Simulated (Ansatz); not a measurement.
The input (input.yaml):

```yaml
crystal:
  lattice:
    - [4.58, 0.0, 0.0]
    - [3.435, 5.949595, 0.0]
    - [0.0, 0.0, 14.58843]
  atoms:
    - { symbol: Be, position: [0.0, 0.0, 0.0685475] }
    - { symbol: Be, position: [0.5, 0.0, 0.0685475] }
    - { symbol: Be, position: [0.0, 0.3333333, 0.0685475] }
    - { symbol: Be, position: [0.5, 0.3333333, 0.0685475] }
    - { symbol: Be, position: [0.0, 0.6666667, 0.0685475] }
    - { symbol: Be, position: [0.5, 0.6666667, 0.0685475] }
    - { symbol: Be, position: [-0.1666667, 0.2222222, 0.1915364] }
    - { symbol: Be, position: [0.3333333, 0.2222222, 0.1915364] }
    - { symbol: Be, position: [-0.1666667, 0.5555556, 0.1915364] }
    - { symbol: Be, position: [0.3333333, 0.5555556, 0.1915364] }
    - { symbol: Be, position: [-0.1666667, 0.8888889, 0.1915364] }
    - { symbol: Be, position: [0.3333333, 0.8888889, 0.1915364] }
    - { symbol: Be, position: [0.0, 0.0, 0.3145253] }
    - { symbol: Be, position: [0.5, 0.0, 0.3145253] }
    - { symbol: Be, position: [0.0, 0.3333333, 0.3145253] }
    - { symbol: Be, position: [0.5, 0.3333333, 0.3145253] }
    - { symbol: Be, position: [0.0, 0.6666667, 0.3145253] }
    - { symbol: Be, position: [0.5, 0.6666667, 0.3145253] }
    - { symbol: Au, position: [-0.0157453, -0.0099666, 0.4762973] }
basis:
  ecutwfc: 420.0
kpoints:
  mp_grid: { grid: [5, 4, 1] }
hamiltonian:
  xc: pbe
scf:
  occupations: { method: fermi_dirac, width: 0.15 }
  lower_state_search: "off"
relax:
  f_tol: 0.03
  max_steps: 60
  adjacent_minimum: "off"
  constraints: [{ sites: [0, 1, 2, 3, 4, 5] }]
```

Command:

```bash
$ ansatz run input.yaml --threads 2 --pin off --max-ram 5120MiB --backend cpu --events-out ev --progress --plain --runs-dir out
```

Hardware: 2 threads of AMD EPYC 9R45 96-Core Processor (Zen 5), with other jobs on the host.

Task: Roughly how long does this run take, and how much memory?

Result: 26 s, with a peak of 0.74 GiB, for 10 ionic steps.
